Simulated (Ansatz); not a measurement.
One change: `F[SiH2]C=S` becomes `[SiH3]C=S`.

Ansatz, PBE0-D4/def2-TZVP geometries, multiplicity 1. Each molecule was computed in one conformer, which needn't be the lowest.

```
                                          property  `F[SiH2]C=S`
             LUMO energy (ωB97M-V/def2-TZVPP) / eV         -0.92
                 LUMO energy (PBE/def2-TZVPP) / eV         -4.04
size of the dipole moment (ωB97M-V/def2-TZVPP) / D          0.25
           HOMO–LUMO gap (ωB97M-V/def2-TZVPP) / eV          8.11
                HOMO energy (PBE0/def2-TZVPP) / eV         -6.85
               HOMO energy (B3LYP/def2-TZVPP) / eV         -6.62
```

Give the same properties after the change, and the shifts. (Estimate.)

The calculation gave: 
| property | `[SiH3]C=S` | shift |
| --- | --- | --- |
| LUMO energy (ωB97M-V/def2-TZVPP) / eV | -0.61 | 0.31 |
| LUMO energy (PBE/def2-TZVPP) / eV | -3.73 | 0.31 |
| size of the dipole moment (ωB97M-V/def2-TZVPP) / D | 1.46 | 1.21 |
| HOMO–LUMO gap (ωB97M-V/def2-TZVPP) / eV | 8.06 | -0.05 |
| HOMO energy (PBE0/def2-TZVPP) / eV | -6.49 | 0.36 |
| HOMO energy (B3LYP/def2-TZVPP) / eV | -6.26 | 0.36 |

Dipoles are sizes alone; their direction can turn.

B3LYP here is the variant with VWN-RPA as its local correlation; programs differ in this.
